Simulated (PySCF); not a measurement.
**Electron correlation in Be (beryllium, neutral)**

[He] 2s2, closed-shell 1S. Calculation: PySCF 2.14, in cc-pVTZ (4s3p2d1f, 30 functions); the non-relativistic Hamiltonian (point nucleus). Frozen: 1s2; 2 electrons correlated.

Total MP2 correlation energy: -28.18 mhartree.

Same-spin part 0.00 and opposite-spin part -28.18 mhartree; SCS-MP2 scales them by 1/3 and 6/5 to -33.81 mhartree.

With two correlated electrons CCSD is exact within the correlated space (frozen core and kept virtual orbitals).

```
level  correlation energy (mhartree)
 CCSD                         -45.55
```

Diagnostics: T1 = 0.020, D1 = 0.0278, largest double amplitude 0.129.

Is a single reference adequate?

Mostly. T1 lies below 0.03, but a double amplitude of this size points to a near-degeneracy that CCSD handles and MP2 describes poorly.
